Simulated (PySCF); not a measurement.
Isomers of C2H9NSi and their computed core-level spectra.

Method: PySCF, delta-SCF UKS SCAN, pcX-2 on the ionised atom, pcseg-1 elsewhere, spin-free X2C. Geometries: PBE0-D3(BJ)/def2-SVP; isolated species, one conformer each.

Line lists (1s up to Mg, 2p3/2 beyond; areas count atoms within a level, one atom standing for each set equivalent by bonding):
1. C 1s: 290.07 (area 1), 291.59 (area 1) eV; N 1s: 404.29 eV; Si 2p3/2: 106.52 eV
2. C 1s: 291.54 eV; N 1s: 404.33 eV; Si 2p3/2: 106.78 eV
3. C 1s: 290.64 (area 1), 291.60 (area 1) eV; N 1s: 404.36 eV; Si 2p3/2: 106.83 eV

Structures:
A. `CN[SiH2]C`
B. `CCN[SiH3]`
C. `CN(C)[SiH3]`

Q: Which list belongs to which compound?

A: 
- 1 = A: another candidate has the same counts of sites, so positions decide. C 1s: 290.07 Si-methyl carbon, 291.59 N-methyl carbon; N 1s: 404.29 silicon-bound nitrogen; Si 2p3/2: 106.52 SiH2 silicon.
- 2 = C: no other candidate has these counts of sites. C 1s: 291.54 N-methyl carbon (×2); N 1s: 404.33 silicon-bound nitrogen; Si 2p3/2: 106.78 SiH3 silicon.
- 3 = B: another candidate has the same counts of sites, so positions decide. C 1s: 290.64 methyl carbon, 291.60 sp3 carbon bound to nitrogen; N 1s: 404.36 silicon-bound nitrogen; Si 2p3/2: 106.83 SiH3 silicon.

For 2p shells one spin-free hole was relaxed; a mean-field spin–orbit operator and the ground-state splitting of the three 2p orbitals were then diagonalised within the shell. The shell's mean is (2 × 2p3/2 + 2p1/2)/3, and the degeneracies 2j + 1 give areas of 2:1.
